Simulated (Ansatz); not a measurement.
`[GaH2][SiH]1OCS1`, relaxed with RKS PBE0-D4/def2-TZVP in Ansatz from a GFN2-xTB geometry. The force threshold is 0.005 eV/Å; the program also tests the step.

Charge 0, multiplicity 1.

Start:

```xyz
10

Ga   -1.731    0.523   -0.342
Si   -0.015   -0.875   -1.275
O    -0.104   -0.408    0.562
C     1.147    0.180    0.703
S     1.851    0.235   -0.979
H    -2.944   -0.213    0.301
H    -1.509    2.071   -0.308
H     0.423   -2.280   -1.110
H     1.797   -0.428    1.342
H     1.086    1.196    1.107
```

(1) How much energy does the relaxation release, and in how many steps? (An estimate is asked.)

(2) Which bonds change most? (Best estimate.)

(3) Give the relaxed structure. (Best estimate.)

## Answers

(1) Ansatz gave: 16.06 kcal/mol, in 33 steps, 2 of them rejected.

(2) Ansatz gave: Si2–O3 from 1.898 to 1.676 Å; Si2–S5 from 2.191 to 2.150 Å; C4–S5 from 1.825 to 1.858 Å; O3–C4 from 1.390 to 1.414 Å.

(3) The calculation gave: 
```xyz
10

Ga   -2.183    0.522   -0.647
Si   -0.034   -0.570   -0.621
O     0.569   -1.015    0.877
C     1.619   -0.076    0.993
S     1.518    0.917   -0.574
H    -3.040    0.690    0.658
H    -2.666    1.203   -1.979
H     0.156   -1.666   -1.618
H     2.588   -0.577    1.052
H     1.474    0.573    1.859
```
